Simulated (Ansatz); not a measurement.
Frontier orbitals of C4H8O2Si, SMILES `C=C[Si](O)(O)C=C`.

```xyz
15

C     1.3270    1.7246   -1.4396
C     1.3092    0.5834   -0.7553
Si    0.0180    0.1868    0.5136
O    -0.7447    1.5606    1.0051
O     0.8417   -0.5683    1.7226
C    -1.3414   -0.9018   -0.1199
C    -1.3743   -2.2159    0.0878
H     0.5804    2.4977   -1.2770
H     2.0790    1.9397   -2.1938
H     2.0781   -0.1576   -0.9688
H    -0.1837    2.2706    1.3224
H     0.3181   -0.8978    2.4553
H    -2.1406   -0.4528   -0.7076
H    -0.5997   -2.7217    0.6585
H    -2.1672   -2.8476   -0.3030
```

Total charge 0; spin multiplicity 1. Geometry: relaxed with PBE0-D4/def2-TZVP. It is one conformer, not always the lowest. Basis def2-TZVPP, Ansatz 0.2.0.

```
             functional  HOMO (eV)  LUMO (eV)  gap (eV)
                    PBE      -6.66      -1.74      4.92
                   PBE0      -7.77      -0.76      7.01
                  B3LYP      -7.53      -0.97      6.56
                r2SCAN0      -7.91      -0.66      7.25
HSE06 (plane-wave form)      -7.37      -1.14      6.23
                ωB97M-V      -9.99       1.32     11.31
```

From PBE to PBE0 the HOMO moves by −1.11 eV and the LUMO by +0.98 eV, and with ωB97M-V by −3.34 and +3.06 eV, so the gap grows from 4.91 to 11.31 eV with exact exchange. A positive LUMO is unbound and depends on the basis.

B3LYP here is the variant with VWN-RPA as its local correlation; programs differ in this.
